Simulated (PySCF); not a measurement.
Compound: C5H10ClOSi (doublet state).
Structure used (GFN2-xTB), in Å, numbered top down from 1:
```xyz
18
C5H10ClOSi angstrom
C      0.6161   -2.1374    0.2543
C      0.7738   -0.7014    0.5045
O      1.0623   -0.0281   -0.6789
Si     1.7753    1.4016   -0.9424
C     -0.5083   -0.0498    1.1271
Cl    -0.8303   -0.8082    2.7095
C     -1.6847   -0.2128    0.2343
C     -2.3139    0.8011   -0.3313
H      0.5106   -2.4870   -0.7521
H      0.5663   -2.8210    1.0771
H      1.5772   -0.5354    1.2453
H      3.0914    1.4519   -0.2984
H      1.8178    1.3650   -2.3925
H      0.9884    2.5259   -0.4202
H     -0.2990    1.0053    1.3198
H     -1.9870   -1.2359    0.0580
H     -2.0144    1.8221   -0.1608
H     -3.1503    0.6505   -0.9914
```

The hyperfine couplings belong to this conformer and change with its torsions.

Identity: `[CH2][C@@H](O[SiH3])[C@H](Cl)C=C` [radical].

Level of theory: PySCF 2.14.0, UKS B3LYP, pcH-1 on C Cl H O Si, non-relativistic, mean-field spin-orbit, GIAO. The structure is a single GFN2-xTB conformer in the gas phase; no vibrational or solvent corrections. Couplings are sensitive to structure, and on GFN2-xTB geometries they can be far from those on DFT ones. No stability test was run, so a lower SCF solution isn't excluded.

Q: The isotropic 13C couplings are +88.9, +66.2, -38.2, +1.5, -0.5 MHz. Assign them to C1; C2; C5; C7; C8.

A: 
| site | a_iso (MHz) | ρ(0) (bohr⁻³) | position | distance from C1 (Å) | spin population | largest \|T\| (MHz) |
| --- | --- | --- | --- | --- | --- | --- |
| C1 | +88.9 | +0.0792 | largest spin population | 0.00 | +1.07 | 162.7 |
| C2 | -38.2 | -0.0340 | 1 bond from C1 | 1.47 | -0.08 | 2.7 |
| C5 | +66.2 | +0.0589 | 2 bonds from C1 | 2.53 | +0.05 | 12.0 |
| C7 | +1.5 | +0.0014 | 3 bonds from C1 | 3.00 | 0.00 | 1.6 |
| C8 | -0.5 | -0.0005 | 4 bonds from C1 | 4.19 | 0.00 | 0.7 |

ρ(0) is the spin density at the nucleus and T the dipolar tensor; a_iso includes a spin–orbit part; entries for several nuclei are means. The Mulliken spin populations are largest on C1 (+1.07) and C2 (-0.08). C1 is the only atom above +0.15. The angles at C1 add up to 360.0°, so it is planar; its axial dipolar tensor and the negative couplings of its protons fit spin in a p orbital normal to that plane.

Class means assume fast exchange of nuclei equivalent by connectivity; if that motion is slow, each nucleus keeps its own coupling.
